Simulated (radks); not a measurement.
Species: the germanium ion Ge+. Configuration: [Ar] 3d10 4s2 4p1 (the NIST ground configuration). Method: Dirac Kohn-Sham, PBEsol, spin-unpolarised, spherical densities, finite nucleus; open shells are shared between the two j in proportion to 2j + 1; Fermi nuclear charge, rms radius 4.0742 fm; computed with a radial shooting solver on a logarithmic mesh with Libxc functionals.

Unscreened Slater integrals over Kohn-Sham orbitals (eV). Large and small components are both included.

F0(4p3/2,4p3/2): 9.6355
F2(4p3/2,4p3/2): 5.0125
F0(4p3/2,4p1/2): 9.7083
G2(4p3/2,4p1/2): 5.0464
F0(4p3/2,4s1/2): 10.645
G1(4p3/2,4s1/2): 6.8552
F0(4p3/2,3d5/2): 12.596
F2(4p3/2,3d5/2): 2.4106
G1(4p3/2,3d5/2): 0.89993
G3(4p3/2,3d5/2): 0.77119
F0(4p1/2,4p1/2): 9.7833
F0(4p1/2,4s1/2): 10.748
G1(4p1/2,4s1/2): 6.9941
F0(4p1/2,3d5/2): 12.778
G3(4p1/2,3d5/2): 0.80501
F0(4s1/2,4s1/2): 12.109
F0(4s1/2,3d5/2): 15.443
G2(4s1/2,3d5/2): 1.5060
F0(3d5/2,3d5/2): 34.234
F2(3d5/2,3d5/2): 15.922
F4(3d5/2,3d5/2): 9.9220
